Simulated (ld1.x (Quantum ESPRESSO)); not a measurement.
# An odd input for ld1.x (Quantum ESPRESSO) 7.5 (hafnium (Hf))

Command:

```bash
ld1.x < Hf.in > Hf.out
```

Input:

```
&input
   title='Hf', zed=72., rel=1, dft='PBE', iswitch=3,
   config='[Xe] 4f14 5d2 6s1.5 6p0.5',
   nld=3, rlderiv=3.65, eminld=-7.0, emaxld=5.0, deld=0.02
 /
 &inputp
   pseudotype=3, lpaw=.true., tm=.true., lloc=-1, rcloc=1.60,
   nlcc=.false.,
   which_augfun='BESSEL', rmatch_augfun=1.50,
   file_pseudopw='Hf.UPF', file_wfcaegen='ae.wfc', file_wfcncgen='nc.wfc', file_beta='beta', file_chi='chi', file_wfcusgen='us.wfc'
 /
6
5S  1  0   2.00   0.00  1.45  1.95  0.0
6S  2  0   1.50   0.00  1.45  1.95  0.0
5P  2  1   6.00   0.00  1.75  2.20  0.0
6P  3  1   0.50   0.00  1.75  2.20  0.0
5D  3  3   2.00   0.00  3.20  3.35  0.0
5D  3  2   0.00   2.35  3.20  3.35  0.0
 &test
   configts(1)='5s2 5p6 5d2 6s1.5 6p0.5'
 /
```

Output:

```
Program LD1 v.7.5

 %%%%%%%%%%%%%%%%%%%%%%%%%%%%%%%%%%%%%%%%%%%%%%%%%%%%%%%%%%%%%%%%%%%%%%%%%%%%%%
     Error in routine read_psconfig (5):
     ps-label wrong?
 %%%%%%%%%%%%%%%%%%%%%%%%%%%%%%%%%%%%%%%%%%%%%%%%%%%%%%%%%%%%%%%%%%%%%%%%%%%%%%

     stopping ...
```

Task: This input was made by a single change from one that runs to its end. What was changed?

Result: The change: angular momentum of 5D typed wrongly. The program refuses the input: "read_psconfig: ps-label wrong?".
